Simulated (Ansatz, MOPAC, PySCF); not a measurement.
System: C2H3O (charge -1, singlet). SMILES: [CH-]=CO
Geometry: optimised at B3LYP-D3(BJ)/def2-TZVP (Ansatz, a first-principles code).

Unscaled harmonic wavenumbers (cm⁻¹) in rising order, each level at the stationary point that it reaches from this structure (no distance between atoms moves by over 0.3 Å); the order of modes can differ between levels, and a negative number is imaginary. B3LYP-D3(BJ)/def2-TZVP (PySCF, at the structure above): 524, 558, 715, 859, 915, 1031, 1236, 1327, 1571, 2905, 2979, 3632.

AM1 (MOPAC): 382, 522, 729, 777, 886, 1250, 1288, 1512, 1814, 3089, 3164, 3504. Zero-point energy 27.0 against 26.1 kcal/mol; where all levels lie over 400 cm⁻¹, the wavenumbers are on average 1.042 times those of B3LYP-D3(BJ)/def2-TZVP.

HF/3-21G (Ansatz): 535, 552, 781, 934, 1085, 1158, 1382, 1470, 1689, 2933, 3177, 3822. Zero-point energy 27.9 against 26.1 kcal/mol; where all levels lie over 400 cm⁻¹, the wavenumbers are on average 1.083 times those of B3LYP-D3(BJ)/def2-TZVP.

HF/6-31G* (Ansatz): 554, 566, 792, 977, 1063, 1177, 1371, 1479, 1726, 2972, 3179, 4052. Zero-point energy 28.5 against 26.1 kcal/mol; where all levels lie over 400 cm⁻¹, the wavenumbers are on average 1.099 times those of B3LYP-D3(BJ)/def2-TZVP.

B3LYP/6-31G* (Ansatz): 517, 609, 728, 873, 940, 1051, 1252, 1354, 1592, 2829, 2940, 3558. Zero-point energy 26.1 against 26.1 kcal/mol; where all levels lie over 400 cm⁻¹, the wavenumbers are on average 1.014 times those of B3LYP-D3(BJ)/def2-TZVP.
